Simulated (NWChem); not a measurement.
System: CH$_{4}$BFO$_{2}$; SMILES FCB(O)O

The following NWChem deck was run.

```
start job
memory heap 200 mb stack 700 mb global 900 mb
geometry units angstroms noautoz
  O      1.375772    -0.581373     0.000000
  B      0.025443    -0.598595     0.000000
  O     -0.603799    -1.801939     0.000000
  C     -0.750638     0.795132     0.000000
  F      0.171933     1.833168     0.000000
  H      1.684922     0.333603     0.000000
  H     -1.562113    -1.742938     0.000000
  H     -1.401040     0.905590    -0.887314
  H     -1.401040     0.905590     0.887314
end
basis spherical
  * library def2-tzvp
end
dft
  xc becke88 lyp
  iterations 150
  semidirect filesize 400000000
  mulliken
end
task dft energy
```

Geometry: optimised at PBE0/def2-SVP.

**Question.** Give the results of this calculation. (BLYP/def2-TZVP.) Quantities: energy (Ha); highest occupied level (eV); orbital gap (eV); dipole (D).

**Answer.** 
```yaml
energy (Ha): -315.83
highest occupied level (eV): -7.19
orbital gap (eV): 6.78
dipole (D): 2.59
```
